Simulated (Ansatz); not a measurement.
The first iterations of a band of C2H11BSi2 (16 atoms, charge 0, multiplicity 1).

The calculation used Ansatz, RKS PBE0-D4/def2-SVP.

| Item | Value |
| --- | --- |
| movable images | 8 |
| climbing image | no |
| spring | 5.0 eV/Å² |
| optimiser | quadratic models (default) |
| start path | through a guess of the saddle point |
| force threshold | 0.03 eV/Å |
| iteration limit | 21 |
| end points | relaxed |

First end point:

```xyz
16
Properties=species:S:1:pos:R:3
C -0.254 -2.643 -0.587
B 0.459 -1.604 0.332
Si 1.468 -0.007 -0.351
Si -0.164 1.689 -0.523
C -0.924 2.063 1.162
H -1.336 -2.406 -0.522
H 0.027 -2.633 -1.649
H -0.172 -3.668 -0.188
H 0.285 -1.691 1.531
H 2.528 0.495 0.585
H 2.080 -0.201 -1.707
H 0.451 2.928 -1.100
H -1.229 1.233 -1.475
H -1.415 1.170 1.579
H -0.150 2.389 1.874
H -1.677 2.863 1.083
```

Last end point:

```xyz
16
Properties=species:S:1:pos:R:3
C -0.436 -2.329 0.141
B 0.889 -1.541 0.369
Si 1.449 -0.002 -0.792
Si 0.376 1.859 0.187
C -1.496 1.623 0.162
H -0.942 -2.625 1.074
H -1.157 -1.884 -0.559
H -0.095 -3.283 -0.315
H 1.591 -1.847 1.311
H 2.922 0.264 -0.846
H 0.926 -0.100 -2.196
H 0.852 2.020 1.599
H 0.750 3.104 -0.558
H -1.857 1.492 -0.870
H -1.788 0.733 0.740
H -2.007 2.496 0.596
```

| iteration | highest image above the first end (eV) | largest band force component (eV/Å) |
| --- | --- | --- |
| 1 | 3.689 | 12.907 |
| 2 | 0.278 | 1.881 |
| 3 | 0.087 | 0.689 |
| 4 | 0.079 | 0.656 |
| 5 | 0.063 | 0.260 |

Q: Does the band converge within its limit, and where does its top end?

A: It converged. It ended after 15 iterations with the highest image 0.039 eV above the first end. No image climbed, so the highest image needn't sit at the top of the path.

The run took 8.6 min on 2 threads of Arm Neoverse V2, with other jobs on the host, peak memory 0.33 GiB.
